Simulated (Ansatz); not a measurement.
Input file for `C[S][GeH2]` radical:

```yaml
crystal:
  periodic: [false, false, false]
  atoms:
    - {symbol: C, position_ang: [-0.638755, 1.117072, -0.402116]}
    - {symbol: S, position_ang: [-0.851676, -0.165660, 0.859555]}
    - {symbol: Ge, position_ang: [0.635302, -1.648882, 0.181677]}
    - {symbol: H, position_ang: [-0.953794, 0.758653, -1.381499]}
    - {symbol: H, position_ang: [0.395589, 1.457808, -0.444751]}
    - {symbol: H, position_ang: [-1.275792, 1.952154, -0.111131]}
    - {symbol: H, position_ang: [1.964601, -0.906342, -0.127144]}
    - {symbol: H, position_ang: [0.816726, -2.622005, 1.369510]}
basis:
  gaussian: {orbitals: def2-SVP}
magnetization: {spin_polarized: true, initial_magnetization: 1}
correlation: {method: ccsd_t}
scf: {omitted_lower_state_checks: [cluster_reference]}
```

```sh
$ ansatz run in.yaml --threads 4 --pin off --events-out ev --progress --plain
```

Log, shortened:

```
Functional definition: HF
  name "HF"
  cite "Fock, Z. Phys. 61, 126 (1930) doi:10.1007/BF01340294"
  parent pbe
  exchange = exact_x
  correlation = 0
these checks for a lower state are left out or cut short: cluster_reference
879 factors; integrals over basis functions are off by at most 1.5e-3 eV
mean field evaluation 1: about -68387.4076 eV, gradient 1.2e1 eV
mean field evaluation 2: about -68387.4415 eV, gradient 1.2e1 eV
mean field evaluation 4: about -68388.7243 eV, gradient 2.1e0 eV
mean field evaluation 8: about -68388.7706 eV, gradient 1.2e-2 eV
mean field -68388.77056863 eV, -2513.2409628237 hartree, gradient 2.3e-6 eV, S^2 0.756280; 0 other end points of the search recorded, 0 dependent functions left out
15 core orbitals not correlated: weight in the atoms' cores, before any rotation towards them, 1.000 or more for the frozen orbitals, at most 0.000 for the correlated occupied ones
reference -68388.77056863 eV, -2513.2409628237 hartree; 15, 14 occupied and 59, 60 virtual orbitals, 879 factors
second order -13.41305461 eV of doubles, -0.00000000 eV of singles
cycle   1  -13.86922195 eV  change   -4.6e-1 eV  update   9.0e-2
cycle   2  -14.33584561 eV  change   -4.7e-1 eV  update   2.9e-2
cycle   3  -14.40201273 eV  change   -6.6e-2 eV  update   1.5e-2
cycle   4  -14.39982229 eV  change    2.2e-3 eV  update   6.8e-3
cycle   5  -14.39992784 eV  change   -1.1e-4 eV  update   3.6e-3
cycle   6  -14.39898685 eV  change    9.4e-4 eV  update   1.5e-3
cycle   7  -14.39958852 eV  change   -6.0e-4 eV  update   5.4e-4
cycle   8  -14.39963108 eV  change   -4.3e-5 eV  update   1.9e-4
cycle   9  -14.39964061 eV  change   -9.5e-6 eV  update   7.9e-5
cycle  10  -14.39963269 eV  change    7.9e-6 eV  update   3.0e-5
perturbative correction -0.43533363 eV, -0.0159982160 hartree
Total energy: -68403.60553496 eV, -2513.7861377806 hartree
Checks for a lower state left out: cluster_reference
```

It took 6 s on 4 threads of a server CPU on a shared host, with 0.55 GiB of host memory at the peak.

MP2 recovers 90.4 % of the CCSD(T) correlation energy and the triples give 2.9 %; T1 = 0.0138.
